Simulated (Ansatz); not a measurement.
C$_{2}$H$_{7}$ClOSi, SMILES `CCO[SiH2]Cl`, 12 atoms. Charge 0, multiplicity 1. All runs use 4 threads of a server CPU on a shared host. Correlated methods freeze the cores.

Question: Give the basis size and wall time and peak host memory of each of these runs in Ansatz. RKS PBE-D4/def2-TZVPP energy and forces; direct RPA on PBE orbitals/def2-TZVPP energy; RHF-MP2/def2-QZVPP energy; RKS ωB97M-V/def2-QZVPP energy; RKS B97M-V/def2-TZVPP energy; RKS PBE0-D4/def2-SVP energy; RKS ωB97X-V/def2-TZVPP energy; RHF-CCSD(T)/def2-TZVPP energy; RKS PBE0-D4/def2-TZVP relaxation (16 steps); RKS B2PLYP (frozen core)/def2-TZVPP energy; RKS ωB97M-V/def2-SVP energy; RHF-CCSD(T)/def2-SVP energy. (Best estimate.)

Answer: Ansatz gave: Other jobs shared the machine, so times are rough.

```
                                level                    job  functions  wall time  peak host memory (GiB)
                 RKS PBE0-D4/def2-SVP                 energy        113      1.9 s                    0.27
                RKS PBE-D4/def2-TZVPP      energy and forces        275      4.7 s                    0.39
                 RKS ωB97M-V/def2-SVP                 energy        113      7.5 s                    0.37
                 RHF-CCSD(T)/def2-SVP                 energy        113       10 s                    0.55
direct RPA on PBE orbitals/def2-TZVPP                 energy        275       10 s                    0.68
  RKS B2PLYP (frozen core)/def2-TZVPP                 energy        275       11 s                    0.75
               RKS ωB97X-V/def2-TZVPP                 energy        275       15 s                    0.92
                RKS B97M-V/def2-TZVPP                 energy        275       19 s                    0.48
               RKS ωB97M-V/def2-QZVPP                 energy        521       40 s                     2.5
                   RHF-MP2/def2-QZVPP                 energy        521       44 s                     3.6
                RKS PBE0-D4/def2-TZVP  relaxation (16 steps)        209       99 s                    0.59
               RHF-CCSD(T)/def2-TZVPP                 energy        275    6.1 min                     7.3
```
